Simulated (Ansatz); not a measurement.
Species: C₅H₉O, net charge 0, doublet state. It need not be the lowest isomer of its formula. 
Geometry from a B3LYP-D3(BJ)/def2-TZVP (Ansatz, an electronic-structure program) optimisation:
```
C
H 1 1.0858
C 1 1.4393 2 118.35
O 3 1.2329 1 121.26 2 178.40
C 1 1.4804 2 118.62 3 177.96
H 5 1.0898 1 108.95 2 174.40
H 5 1.0969 6 107.77 1 118.18
C 3 1.5158 4 121.04 1 179.73
H 8 1.0874 3 109.60 4 1.89
H 8 1.0926 9 109.46 3 -121.61
H 8 1.0928 9 109.30 10 -117.15
C 5 1.5391 6 110.22 7 118.14
H 12 1.0907 5 110.66 6 59.58
H 12 1.0910 13 108.19 5 120.98
H 12 1.0918 13 108.11 14 116.81
```
Charge 0, spin multiplicity 2.

Dipole moments at this geometry, in debye (magnitudes).

| level | program | dipole (D) |
|---|---|---|
| B3LYP/def2-TZVPD | Ansatz | 3.09 |
| PBE0/def2-TZVPD | Ansatz | 3.07 |
| BHLYP/def2-TZVPD | Ansatz | 3.14 |
| r2SCANh/def2-TZVPD | Ansatz | 3.04 |
| r2SCAN0/def2-TZVPD | Ansatz | … |
| HSE06/def2-TZVPD | Ansatz | 3.07 |
| LC-wPBE/def2-TZVPD | Ansatz | 3.15 |
| wB97M-V/def2-TZVPD | Ansatz | 3.11 |
| wB97X-V/def2-TZVPD | Ansatz | 3.13 |
| CCSD(T)/aug-cc-pVDZ | Ansatz | … |

Task: Complete the blanks.

Result: 
- r2SCAN0/def2-TZVPD, dipole (D): 3.06
- CCSD(T)/aug-cc-pVDZ, dipole (D): 2.94
